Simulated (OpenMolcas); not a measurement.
**Sc I: the spin-orbit constant, worked from levels**

```
Program             : OpenMolcas
Basis               : ANO-RCC-VTZP [6s5p3d2f1g]
Scalar Hamiltonian  : DKH4, point nucleus
Active space        : 3 electrons in 6 orbitals (3d 4s)
State averaging     : 2S+1 = 4 even, 10 roots; 2S+1 = 2 even, 29 roots
Spin-orbit coupling : RASSI with atomic mean-field integrals over the reference wave functions, term energies averaged over their components
```

Methods: CASSCF; MS-CASPT2, IPEA 0.25 Eh, imaginary shift 0.1 Eh (closed shells correlated: 3s 3p). Measured levels: NIST Handbook of Basic Atomic Spectroscopic Data.

**The spin-orbit constant.** For the Hund term 2D of d1, E(J) = (A/2) J(J+1) + constant and ζ = 2S·A = A. From J = 3/2 to J = 5/2 the energy changes by 2.5 A.

```csv
Source,E(5/2) - E(3/2),A,ζ
CASSCF,134.7,53.9,54
MS-CASPT2,140.4,56.2,56
measured,168.3,67.3,67
```

All in cm-1. MS-CASPT2 is off by -16.6 % and CASSCF by -20.0 %. Both methods take the spin-orbit matrix elements from the reference wave functions, so the second can move ζ only through the term energies and any multistate remixing.

CASPT2 does not keep the components of a term degenerate, so their means are used; among the terms shown or strongly mixed into the levels shown the widest spread is 120 cm-1 (3d 4s2 2D, MS-CASPT2). Without dynamic correlation excited terms often stand tens of per cent too high (terms of higher spin than the ground term too low), and those without a measured partner can miss by more than the paired ones (holds for CASSCF). Measured partners are found by configuration, term and J. A level has none where our copy of the source lacks it or the pairing is in doubt (some pairs that miss far off the trend of their configuration count as doubtful), and it then counts in no deviation. Levels of configurations outside the active space are missing.
